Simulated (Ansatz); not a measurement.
`F[SiH]([SiH3])Cl` → `[SiH3]Cl` + `F[SiH]` at 700 K and 1 bar (silylene formation by 1,1-elimination).

Program: Ansatz. Geometries: PBE0-D4/def2-TZVP. ΔE: electronic, gas phase. CCSD(T)/CBS adds triple-zeta CCSD(T) − MP2 to the extrapolated MP2 energy (def2 sets, frozen cores). This one scheme is used for every species.

```json
{"species": "`F[SiH]([SiH3])Cl`", "CCSD(T)/CBS energy (Eh)": "-1140.23962", "H − E (kJ/mol)": "170.5", "S (J/(mol·K))": "447.7"}
{"species": "`[SiH3]Cl`", "CCSD(T)/CBS energy (Eh)": "-750.69636", "H − E (kJ/mol)": "107.0", "S (J/(mol·K))": "306.3"}
{"species": "`F[SiH]`", "CCSD(T)/CBS energy (Eh)": "-389.46371", "H − E (kJ/mol)": "50.0", "S (J/(mol·K))": "276.0"}
```

H − E and S are ideal-gas, rigid-rotor, harmonic terms from PBE0-D4/def2-TZVP, for one conformer and one mirror image of each species. 1 Eh = 2625.50 kJ/mol, R = 8.31446 J/(mol·K).

Problem. By hand: ΔE, ΔH, ΔS and ΔG.

Solution. ΔE = (-750.69636) + (-389.46371) − (-1140.23962) = 0.07955 Eh = 208.9 kJ/mol. Δ(H − E) = 107.0 + 50.0 − 170.5 = -13.5, so ΔH = 195.4 kJ/mol. ΔS = 306.3 + 276.0 − 447.7 = 134.6 J/(mol·K). ΔG = 195.4 − 700 × (134.6)/1000 = 101.2 kJ/mol.

Problem. By hand: the equilibrium constant, and the temperature at which ΔG would vanish if ΔH and ΔS stayed fixed.

Solution. log₁₀ K = −ΔG/(RT ln 10) = -7.6. ΔG = 0 at ΔH/ΔS = 1452 K.

The number of gas molecules changes by +1, which sets the sign of ΔS. A doubt of 5 kJ/mol in ΔE shifts log₁₀ K by 0.4 here. Other conformers and mirror images would add mixing entropy, several J/(mol·K) or more a flexible species. These are equilibria of isolated gas molecules and say nothing of rates. Largest T1 diagnostic: 0.015 (customary marks: 0.02 for closed shells, 0.045 for open ones).
